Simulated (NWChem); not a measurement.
Everything below was run with NWChem. System: F4S, charge 1, spin multiplicity 2, at the geometry of a parent with another charge or spin, in a state set for the comparison that need not be this species' ground state. Its SCF solution wasn't tested for a lower state. Level: UHF/def2-TZVP.

The NWChem input:

```
start mol
memory heap 200 mb stack 900 mb global 1100 mb
charge 1
geometry units angstroms nocenter noautoz
  F      0.000000     1.242396     0.639768
  S      0.000000     0.000000    -0.389411
  F      1.685546     0.000000    -0.293625
  F     -1.685546     0.000000    -0.293625
  F      0.000000    -1.242396     0.639768
  symmetry group C2v
end
basis spherical
  * library def2-tzvp
end
scf
  uhf
  nopen 1
  maxiter 100
  thresh 1e-7
  semidirect memsize 60000000 filesize 0
  # guess.movecs holds the orbitals of an unrestricted PBE0 run
  vectors input guess.movecs output mol.movecs
end
task scf energy
```

NWChem printed:

```
             Northwest Computational Chemistry Package (NWChem) 7.3.0
             --------------------------------------------------------

                                NWChem Input Module
                                -------------------

 Scaling coordinates for geometry "geometry" by  1.889725989
 (inverse scale =  0.529177249)

 Turning off AUTOSYM since
 SYMMETRY directive was detected!

                             Geometry "geometry" -> ""
                             -------------------------

 Output coordinates in angstroms (scale by  1.889725989 to convert to a.u.)

  No.       Tag          Charge          X              Y              Z
 ---- ---------------- ---------- -------------- -------------- --------------
    1 F                    9.0000     0.00000000     1.24239600     0.63976800
    2 S                   16.0000     0.00000000     0.00000000    -0.38941100
    3 F                    9.0000     1.68554600     0.00000000    -0.29362500
    4 F                    9.0000    -1.68554600     0.00000000    -0.29362500
    5 F                    9.0000     0.00000000    -1.24239600     0.63976800

 Effective nuclear repulsion energy (a.u.)     289.4903652699

            Nuclear Dipole moment (a.u.)
            ----------------------------
        X                 Y               Z
 ---------------- ---------------- ----------------
     0.0000000000     0.0000000000    -0.0000037795

      Symmetry information
      --------------------

 Group name             C2v
 Group number             16
 Group order               4
 No. of unique centers     3

      Symmetry unique atoms

     1    2    3


 Summary of "ao basis" -> "" (spherical)
 ------------------------------------------------------------------------------
       Tag                 Description            Shells   Functions and Types
 ---------------- ------------------------------  ------  ---------------------
 *                         def2-tzvp                  on all atoms

 Summary of "ao basis" -> "ao basis" (spherical)
 ------------------------------------------------------------------------------
       Tag                 Description            Shells   Functions and Types
 ---------------- ------------------------------  ------  ---------------------
 F                         def2-tzvp                11       31   5s3p2d1f
 S                         def2-tzvp                13       37   5s5p2d1f

                                 NWChem SCF Module
                                 -----------------

  ao basis        = "ao basis"
  functions       =   161
  atoms           =     5
  alpha electrons =    26
  beta  electrons =    25
  charge          =   1.00
  wavefunction    = UHF
  use symmetry    = T
  symmetry adapt  = T

 Summary of "ao basis" -> "ao basis" (spherical)
 ------------------------------------------------------------------------------
       Tag                 Description            Shells   Functions and Types
 ---------------- ------------------------------  ------  ---------------------
 F                         def2-tzvp                11       31   5s3p2d1f
 S                         def2-tzvp                13       37   5s5p2d1f

      Symmetry analysis of basis
      --------------------------

        a1         58
        a2         23
        b1         40
        b2         40

 Forming initial guess at       0.1s

   Symmetry analysis of molecular orbitals - initial alpha
   -------------------------------------------------------

  Numbering of irreducible representations:

     1 a1          2 a2          3 b1          4 b2

  Orbital symmetries:

     1 a1          2 b1          3 a1          4 b2          5 a1
     6 a1          7 b2          8 a1          9 b1         10 a1
    11 b1         12 b2         13 a1         14 a1         15 b1
    16 b2         17 a1         18 a2         19 b1         20 a1
    21 a1         22 b2         23 b2         24 b1         25 a2
    26 a1         27 b2         28 a1         29 b1         30 a1
    31 b1         32 b2         33 a2         34 a1         35 b1
    36 a1

   Symmetry analysis of molecular orbitals - initial beta
   ------------------------------------------------------

  Numbering of irreducible representations:

     1 a1          2 a2          3 b1          4 b2

  Orbital symmetries:

     1 a1          2 b2          3 a1          4 b1          5 a1
     6 a1          7 b2          8 b1          9 a1         10 a1
    11 b2         12 b1         13 a1         14 a1         15 b1
    16 b2         17 a1         18 a2         19 a1         20 b1
    21 b2         22 a1         23 b2         24 b1         25 a2
    26 a1         27 b2         28 a1         29 b1         30 a1
    31 b1         32 b2         33 a2         34 a1         35 b1
    36 a1

 Starting SCF solution at       0.1s

 ----------------------------------------------
         Quadratically convergent UHF

 Convergence threshold     :          1.000E-07
 Maximum no. of iterations :          100
 Integral*density screening:          1.000E-09
 ----------------------------------------------

              iter       energy          gnorm     gmax       time
             ----- ------------------- --------- --------- --------
                 1     -794.8599538575  9.77D-01  2.42D-01      1.5
                 2     -794.9094417454  2.13D-01  5.64D-02      1.7
                 3     -794.9208713005  2.91D-02  1.27D-02      2.7
                 4     -794.9212934505  1.29D-03  6.87D-04      3.7
                 5     -794.9212948901  4.41D-06  1.99D-06      5.5
[...]
     9      0.265077  1 F  px               139      0.265077  5 F  px
    76     -0.182628  3 F  pz               107      0.182628  4 F  pz
    79     -0.163022  3 F  pz               110      0.163022  4 F  pz

 Vector   26  Occ=1.000000D+00  E=-8.970389D-01  Symmetry=a1
              MO Center=  4.5D-14, -1.3D-12, -3.6D-01, r^2= 2.1D+00
   Bfn.  Coefficient  Atom+Function         Bfn.  Coefficient  Atom+Function
  ----- ------------  ---------------      ----- ------------  ---------------
    48     -0.376445  2 S  pz                35      0.357205  2 S  s
    36      0.272157  2 S  s                 34     -0.207032  2 S  s
    45     -0.191995  2 S  pz                 8      0.189423  1 F  pz
   138      0.189423  5 F  pz                11      0.168014  1 F  pz
   141      0.168014  5 F  pz

 Vector   27  Occ=0.000000D+00  E=-2.373453D-01  Symmetry=b2
              MO Center=  1.3D-15, -5.8D-13, -5.3D-01, r^2= 1.9D+00
   Bfn.  Coefficient  Atom+Function         Bfn.  Coefficient  Atom+Function
  ----- ------------  ---------------      ----- ------------  ---------------
    50      0.655846  2 S  py                47      0.529919  2 S  py
     5     -0.283550  1 F  s                135      0.283550  5 F  s
    44      0.214086  2 S  py                14      0.178463  1 F  pz
   144     -0.178463  5 F  pz                58     -0.165764  2 S  d -1
     8      0.160809  1 F  pz                38     -0.160263  2 S  py

 Vector   28  Occ=0.000000D+00  E=-1.120214D-01  Symmetry=a1
              MO Center= -2.0D-16, -2.3D-13, -3.4D-02, r^2= 2.4D+00
   Bfn.  Coefficient  Atom+Function         Bfn.  Coefficient  Atom+Function
  ----- ------------  ---------------      ----- ------------  ---------------
    36      0.926021  2 S  s                 51      0.829841  2 S  pz
    35      0.591344  2 S  s                  5     -0.497185  1 F  s
   135     -0.497185  5 F  s                 48      0.443224  2 S  pz
    34     -0.338014  2 S  s                 13      0.328227  1 F  py
   143     -0.328227  5 F  py                 7      0.202571  1 F  py

 Vector   29  Occ=0.000000D+00  E=-1.000697D-01  Symmetry=b1
              MO Center=  7.3D-14, -1.3D-16, -5.8D-01, r^2= 2.1D+00
   Bfn.  Coefficient  Atom+Function         Bfn.  Coefficient  Atom+Function
  ----- ------------  ---------------      ----- ------------  ---------------
    49      1.005326  2 S  px                46      0.678657  2 S  px
    73     -0.535847  3 F  s                104      0.535847  4 F  s
    80      0.279567  3 F  px               111      0.279567  4 F  px
    43      0.264017  2 S  px                37     -0.194233  2 S  px
    74      0.187422  3 F  px               105      0.187422  4 F  px

                     UHF Final Beta Molecular Orbital Analysis
                     -----------------------------------------

 Vector   23  Occ=1.000000D+00  E=-9.455266D-01  Symmetry=a2
              MO Center= -1.3D-14,  6.0D-16,  1.5D-01, r^2= 2.8D+00
   Bfn.  Coefficient  Atom+Function         Bfn.  Coefficient  Atom+Function
  ----- ------------  ---------------      ----- ------------  ---------------
    75     -0.266820  3 F  py               106      0.266820  4 F  py
     6      0.259297  1 F  px               136     -0.259297  5 F  px
    78     -0.238559  3 F  py               109      0.238559  4 F  py
     9      0.232386  1 F  px               139     -0.232386  5 F  px

 Vector   24  Occ=1.000000D+00  E=-9.431038D-01  Symmetry=a1
              MO Center= -2.7D-14, -6.3D-14,  2.0D-01, r^2= 2.4D+00
   Bfn.  Coefficient  Atom+Function         Bfn.  Coefficient  Atom+Function
  ----- ------------  ---------------      ----- ------------  ---------------
     8      0.272098  1 F  pz               138      0.272098  5 F  pz
    11      0.242068  1 F  pz               141      0.242068  5 F  pz
    48     -0.216338  2 S  pz                36      0.192785  2 S  s
    35      0.174173  2 S  s

 Vector   25  Occ=1.000000D+00  E=-9.093675D-01  Symmetry=b1
              MO Center=  6.4D-15, -1.1D-14, -2.2D-01, r^2= 2.7D+00
   Bfn.  Coefficient  Atom+Function         Bfn.  Coefficient  Atom+Function
  ----- ------------  ---------------      ----- ------------  ---------------
    46      0.367183  2 S  px                76     -0.201376  3 F  pz
   107      0.201376  4 F  pz                79     -0.180831  3 F  pz
   110      0.180831  4 F  pz                43      0.156321  2 S  px

 Vector   26  Occ=0.000000D+00  E=-3.762448D-01  Symmetry=a1
              MO Center= -3.1D-14, -4.6D-15, -5.6D-01, r^2= 2.5D+00
   Bfn.  Coefficient  Atom+Function         Bfn.  Coefficient  Atom+Function
  ----- ------------  ---------------      ----- ------------  ---------------
    36      0.452878  2 S  s                 48     -0.281359  2 S  pz
    35      0.256329  2 S  s                 74      0.214522  3 F  px
   105     -0.214522  4 F  px                77      0.205290  3 F  px
   108     -0.205290  4 F  px                51     -0.186436  2 S  pz
    80      0.180206  3 F  px               111     -0.180206  4 F  px

 Vector   27  Occ=0.000000D+00  E=-2.076486D-01  Symmetry=b2
              MO Center=  7.5D-18,  5.8D-15, -5.3D-01, r^2= 2.0D+00
   Bfn.  Coefficient  Atom+Function         Bfn.  Coefficient  Atom+Function
  ----- ------------  ---------------      ----- ------------  ---------------
    50      0.723363  2 S  py                47      0.534631  2 S  py
     5     -0.321283  1 F  s                135      0.321283  5 F  s
    44      0.215015  2 S  py                14      0.186656  1 F  pz
   144     -0.186656  5 F  pz                38     -0.162840  2 S  py
     8      0.158386  1 F  pz               138     -0.158386  5 F  pz

 Vector   28  Occ=0.000000D+00  E=-1.054094D-01  Symmetry=a1
              MO Center=  1.0D-15,  6.0D-15, -8.6D-02, r^2= 2.5D+00
   Bfn.  Coefficient  Atom+Function         Bfn.  Coefficient  Atom+Function
  ----- ------------  ---------------      ----- ------------  ---------------
    36      0.922533  2 S  s                 51      0.857373  2 S  pz
    35      0.583620  2 S  s                  5     -0.507352  1 F  s
   135     -0.507352  5 F  s                 48      0.436282  2 S  pz
    34     -0.326168  2 S  s                 13      0.323530  1 F  py
   143     -0.323530  5 F  py                 7      0.195407  1 F  py

 center of mass
 --------------
 x =   0.00000000 y =   0.00000000 z =   0.01228801

 moments of inertia (a.u.)
 ------------------
         293.976132492185           0.000000000000           0.000000000000
           0.000000000000         470.035005523542           0.000000000000
           0.000000000000           0.000000000000         594.943844322097

  Mulliken analysis of the total density
  --------------------------------------

    Atom       Charge   Shell Charges
 -----------   ------   -------------------------------------------------------
    1 F    9     9.11   0.77  1.20  0.61  1.04  0.31  2.19  2.25  0.72  0.00  0.02  0.00
    2 S   16    14.72   2.01  0.49  1.48  1.17  0.50  4.15  1.71  0.69  1.62  0.13  0.20  0.45  0.12
    3 F    9     9.03   0.77  1.20  0.62  1.04  0.31  2.17  2.18  0.71  0.00  0.01  0.00
    4 F    9     9.03   0.77  1.20  0.62  1.04  0.31  2.17  2.18  0.71  0.00  0.01  0.00
    5 F    9     9.11   0.77  1.20  0.61  1.04  0.31  2.19  2.25  0.72  0.00  0.02  0.00

  Mulliken analysis of the alpha density
  --------------------------------------

    Atom       Charge   Shell Charges
 -----------   ------   -------------------------------------------------------
    1 F    9     4.54   0.39  0.60  0.31  0.52  0.16  1.08  1.12  0.36  0.00  0.01  0.00
    2 S   16     7.43   1.00  0.25  0.74  0.62  0.25  2.08  0.85  0.36  0.82  0.07  0.11  0.23  0.06
    3 F    9     4.75   0.39  0.60  0.31  0.53  0.15  1.22  1.20  0.35  0.00  0.01  0.00
    4 F    9     4.75   0.39  0.60  0.31  0.53  0.15  1.22  1.20  0.35  0.00  0.01  0.00
    5 F    9     4.54   0.39  0.60  0.31  0.52  0.16  1.08  1.12  0.36  0.00  0.01  0.00

   Mulliken analysis of the beta density
   -------------------------------------

    Atom       Charge   Shell Charges
 -----------   ------   -------------------------------------------------------
    1 F    9     4.57   0.39  0.60  0.31  0.52  0.15  1.11  1.13  0.36  0.00  0.01  0.00
    2 S   16     7.30   1.00  0.24  0.74  0.55  0.25  2.08  0.85  0.34  0.80  0.06  0.10  0.22  0.06
    3 F    9     4.28   0.39  0.60  0.31  0.52  0.16  0.95  0.98  0.36  0.00  0.01  0.00
    4 F    9     4.28   0.39  0.60  0.31  0.52  0.16  0.95  0.98  0.36  0.00  0.01  0.00
    5 F    9     4.57   0.39  0.60  0.31  0.52  0.15  1.11  1.13  0.36  0.00  0.01  0.00

   Mulliken analysis of the spin density
   -------------------------------------

    Atom       Charge   Shell Charges
 -----------   ------   -------------------------------------------------------
    1 F    9    -0.04   0.00  0.00 -0.00 -0.00  0.00 -0.02 -0.02  0.00 -0.00  0.00 -0.00
    2 S   16     0.13   0.00  0.00 -0.00  0.07  0.00  0.00 -0.00  0.02  0.01  0.01  0.01  0.01 -0.00
    3 F    9     0.47  -0.00 -0.00  0.01  0.01 -0.01  0.27  0.21 -0.01 -0.00 -0.00  0.00
    4 F    9     0.47  -0.00 -0.00  0.01  0.01 -0.01  0.27  0.21 -0.01 -0.00 -0.00  0.00
    5 F    9    -0.04   0.00  0.00 -0.00 -0.00  0.00 -0.02 -0.02  0.00 -0.00  0.00 -0.00

       Multipole analysis of the density wrt the origin
       ------------------------------------------------

     L   x y z        total         alpha         beta         nuclear
     -   - - -        -----         -----         ----         -------
     0   0 0 0      1.000000    -26.000000    -25.000000     52.000000

     1   1 0 0      0.000000      0.000000     -0.000000      0.000000
     1   0 1 0     -0.000000     -0.000000      0.000000      0.000000
     1   0 0 1     -1.022827      0.043984     -1.066806     -0.000004

     2   2 0 0    -20.038844   -106.160801    -96.499328    182.621285
     2   1 1 0     -0.000000     -0.000000     -0.000000      0.000000
     2   1 0 1      0.000000      0.000000      0.000000      0.000000
     2   0 2 0    -20.786911    -59.939586    -60.065279     99.217954
     2   0 1 1     -0.000000     -0.000000     -0.000000      0.000000
     2   0 0 2    -19.679250    -30.982389    -29.212699     40.515839

 Task  times  cpu:        7.3s     wall:        7.3s

 Total times  cpu:        7.3s     wall:        7.3s
```
